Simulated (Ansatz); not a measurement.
Nudged elastic band run: AlCl2H6NO2Ti

Input file:

```yaml
crystal:
  periodic: [false, false, false]
  atoms:
    - { symbol: Ti, position_ang: [0.190109, -0.307981, 0.348296] }
    - { symbol: O, position_ang: [-0.913129, 0.271377, 1.554749] }
    - { symbol: H, position_ang: [-0.857161, 0.93977, 2.223845] }
    - { symbol: Cl, position_ang: [2.025394, 0.884423, 1.002116] }
    - { symbol: Cl, position_ang: [-0.123057, 0.582146, -1.67621] }
    - { symbol: "N", position_ang: [-1.08002, -1.957458, -0.136772] }
    - { symbol: H, position_ang: [-1.928724, -1.880586, 0.404278] }
    - { symbol: H, position_ang: [-1.357129, -1.937885, -1.106189] }
    - { symbol: O, position_ang: [1.238285, -1.921796, 0.738073] }
    - { symbol: Al, position_ang: [0.131936, -3.387795, 0.374117] }
    - { symbol: H, position_ang: [0.671039, -4.204033, -0.869753] }
    - { symbol: H, position_ang: [-0.303846, -4.098548, 1.720472] }
    - { symbol: H, position_ang: [2.120905, -1.862435, 1.077677] }
basis:
  gaussian: { orbitals: def2-SVP }
hamiltonian:
  xc: hf
neb:
  order_check: false
  images: 1
  f_tol: 0.05
  max_iterations: 60
  climbing: false
  final_atoms:
    - { symbol: Ti, position_ang: [0.07714906, -0.84594317, 0.54414207] }
    - { symbol: O, position_ang: [0.83114207, 0.65096648, 1.93942132] }
    - { symbol: H, position_ang: [0.23528587, 1.20518589, 2.42869816] }
    - { symbol: Cl, position_ang: [1.81512866, -0.15265598, -0.77382302] }
    - { symbol: Cl, position_ang: [-1.95726255, 0.10023818, 0.99491112] }
    - { symbol: "N", position_ang: [-0.68211525, -2.15840132, -0.88770164] }
    - { symbol: H, position_ang: [-1.66400235, -2.03006032, -1.0777691] }
    - { symbol: H, position_ang: [-0.19378617, -2.12759848, -1.76932126] }
    - { symbol: O, position_ang: [0.39500881, -2.20581213, 1.41319248] }
    - { symbol: Al, position_ang: [-0.20229271, -3.64164257, 0.34396842] }
    - { symbol: H, position_ang: [1.01262696, -4.47533932, -0.22537585] }
    - { symbol: H, position_ang: [-1.49754606, -4.30919168, 0.95395321] }
    - { symbol: H, position_ang: [1.64526567, 1.10945343, 1.77040309] }
  initial_path:
    images:
      - { positions_ang: [[0.190109, -0.307981, 0.348296], [-0.913129, 0.271377, 1.554749], [-0.857161, 0.93977, 2.223845], [2.025394, 0.884423, 1.002116], [-0.123057, 0.582146, -1.67621], [-1.08002, -1.957458, -0.136772], [-1.928724, -1.880586, 0.404278], [-1.357129, -1.937885, -1.106189], [1.238285, -1.921796, 0.738073], [0.131936, -3.387795, 0.374117], [0.671039, -4.204033, -0.869753], [-0.303846, -4.098548, 1.720472], [2.120905, -1.862435, 1.077677]] }
      - { positions_ang: [[0.10366004, -0.02456414, -0.06126065], [0.02678544, 0.07792267, 2.20512122], [-0.90913708, -0.13317117, 2.52055908], [2.35980557, -0.19361905, -0.76754842], [-0.86471551, 1.93492308, -0.97317629], [-0.94399742, -1.6738934, -0.70930844], [-1.53824672, -2.2259881, -0.02691913], [-0.88908098, -1.9709925, -1.72525443], [1.12803519, -1.81669911, 0.75564434], [0.42196452, -3.44870319, 0.83524213], [0.98516023, -4.58724904, -0.07032487], [-0.76009208, -3.74056219, 1.81054272], [0.69446082, -1.07820486, 1.86138175]] }
      - { positions_ang: [[0.07714906, -0.84594317, 0.54414207], [0.83114207, 0.65096648, 1.93942132], [0.23528587, 1.20518589, 2.42869816], [1.81512866, -0.15265598, -0.77382302], [-1.95726255, 0.10023818, 0.99491112], [-0.68211525, -2.15840132, -0.88770164], [-1.66400235, -2.03006032, -1.0777691], [-0.19378617, -2.12759848, -1.76932126], [0.39500881, -2.20581213, 1.41319248], [-0.20229271, -3.64164257, 0.34396842], [1.01262696, -4.47533932, -0.22537585], [-1.49754606, -4.30919168, 0.95395321], [1.64526567, 1.10945343, 1.77040309]] }
```

Run as:

```bash
$ ansatz run input.yaml --threads 4 --pin off --max-ram 5120MiB --backend cpu --events-out ev --progress --plain --runs-dir out
```

Output, in part (warnings, iteration lines, the closing report on the highest movable image, with atoms numbered from 0):

```
NEB end point (image 0): max|allowed force component| = 1.372e-2 eV/Å (the criterion of neb.relax_end_points is 1.000e-2)
NEB end point (image 2): max|allowed force component| = 8.746e-3 eV/Å (the criterion of neb.relax_end_points is 1.000e-2)
NEB iter   1: max|band force component| = 5.282e0 eV/Å  barrier→ = 6.8714 eV  barrier← = 6.6481 eV  Δτ_max = 0.2000 Å  (141 SCF iters)
NEB iter   2: max|band force component| = 3.160e0 eV/Å  barrier→ = 4.9482 eV  barrier← = 4.7249 eV  Δτ_max = 0.2000 Å  (52 SCF iters)
NEB iter   3: max|band force component| = 1.733e0 eV/Å  barrier→ = 3.2694 eV  barrier← = 3.0461 eV  Δτ_max = 0.1991 Å  (49 SCF iters)
NEB iter   4: max|band force component| = 1.383e0 eV/Å  barrier→ = 2.5017 eV  barrier← = 2.2784 eV  Δτ_max = 0.0998 Å  (42 SCF iters)
NEB iter   5: max|band force component| = 2.362e0 eV/Å  barrier→ = 2.1371 eV  barrier← = 1.9138 eV  Δτ_max = 0.0496 Å  (42 SCF iters)
NEB iter   6: max|band force component| = 8.693e-1 eV/Å  barrier→ = 1.9013 eV  barrier← = 1.6780 eV  Δτ_max = 0.0993 Å  (43 SCF iters)
NEB iter   7: max|band force component| = 1.231e0 eV/Å  barrier→ = 1.5944 eV  barrier← = 1.3711 eV  Δτ_max = 0.0502 Å  (42 SCF iters)
NEB iter   8: max|band force component| = 8.911e-1 eV/Å  barrier→ = 1.4509 eV  barrier← = 1.2276 eV  Δτ_max = 0.1023 Å  (43 SCF iters)
NEB iter   9: max|band force component| = 8.166e-1 eV/Å  barrier→ = 1.2875 eV  barrier← = 1.0642 eV  Δτ_max = 0.0983 Å  (44 SCF iters)
NEB iter  10: max|band force component| = 7.078e-1 eV/Å  barrier→ = 1.1684 eV  barrier← = 0.9451 eV  Δτ_max = 0.1994 Å  (46 SCF iters)
NEB iter  11: max|band force component| = 7.133e-1 eV/Å  barrier→ = 1.0323 eV  barrier← = 0.8089 eV  Δτ_max = 0.0995 Å  (44 SCF iters)
NEB iter  12: max|band force component| = 4.993e-1 eV/Å  barrier→ = 0.9778 eV  barrier← = 0.7544 eV  Δτ_max = 0.0981 Å  (44 SCF iters)
NEB iter  13: max|band force component| = 2.014e-1 eV/Å  barrier→ = 0.9636 eV  barrier← = 0.7403 eV  Δτ_max = 0.0529 Å  (45 SCF iters)
NEB iter  14: max|band force component| = 1.349e-1 eV/Å  barrier→ = 0.9586 eV  barrier← = 0.7353 eV  Δτ_max = 0.0399 Å  (45 SCF iters)
NEB iter  15: max|band force component| = 3.119e-2 eV/Å  barrier→ = 0.9548 eV  barrier← = 0.7315 eV  Δτ_max = 0.0000 Å  (119 SCF iters)
Total energy: -60317.53659863 eV, -2216.6285853049 hartree
Atom 0 at     0.635551    -0.562799     0.038633 Å, force    -0.040986     0.006699     0.009466 eV/Å
Atom 1 at    -0.071271    -0.200472     2.013435 Å, force     0.070827     0.016452     0.036205 eV/Å
Atom 2 at    -0.786729     0.402054     2.184366 Å, force     0.039939     0.003399     0.043358 eV/Å
Atom 3 at     2.245721     0.150936    -1.321949 Å, force    -0.032979    -0.039834    -0.071498 eV/Å
Atom 4 at    -0.896519     1.219143    -0.319048 Å, force    -0.057671    -0.023881     0.105788 eV/Å
Atom 5 at    -0.723200    -1.987624    -0.606532 Å, force     0.011679     0.009119    -0.051315 eV/Å
Atom 6 at    -1.656934    -1.679260    -0.374667 Å, force     0.030721    -0.008289    -0.063478 eV/Å
Atom 7 at    -0.734193    -2.170389    -1.599774 Å, force     0.064118    -0.004330    -0.019480 eV/Å
Atom 8 at     1.357594    -1.878807     0.796236 Å, force    -0.023004    -0.045681     0.046168 eV/Å
Atom 9 at     0.220970    -3.306809     0.549496 Å, force    -0.015133    -0.034986    -0.008429 eV/Å
Atom 10 at     0.774908    -4.509005    -0.308951 Å, force     0.023122     0.003745     0.022688 eV/Å
Atom 11 at    -0.589273    -3.500396     1.909416 Å, force    -0.040707    -0.019976    -0.047728 eV/Å
Atom 12 at     0.037977    -0.857373     2.694038 Å, force    -0.029925     0.137563    -0.001744 eV/Å
Dipole moment:    -0.634667    -0.100498     0.703439 e Å
```

The run converged. No image climbed, so the highest image needn't sit at the top of the path. A band with more images between the same ends climbed to 1.48 eV, so this one has probably stepped over the top. So few images can step over the top or miss a turn of the path. The orbitals stay closed-shell, which can raise the energy where a bond breaks towards radicals; this wasn't checked here.

Final band (atoms are numbered from 1 in the order of the input):

```json
{"image": "0", "path coordinate (Å)": "0.00", "energy (kJ/mol)": "0.0", "O9–H13 (Å)": "0.95", "O2–H13 (Å)": "3.74"}
{"image": "1", "path coordinate (Å)": "4.58", "energy (kJ/mol)": "92.1", "O9–H13 (Å)": "2.53", "O2–H13 (Å)": "0.95"}
{"image": "2", "path coordinate (Å)": "9.15", "energy (kJ/mol)": "21.5", "O9–H13 (Å)": "3.56", "O2–H13 (Å)": "0.95"}
```

Run time: 59 s on 4 threads of Arm Neoverse V1, with other jobs on the host, peak memory 0.54 GiB.
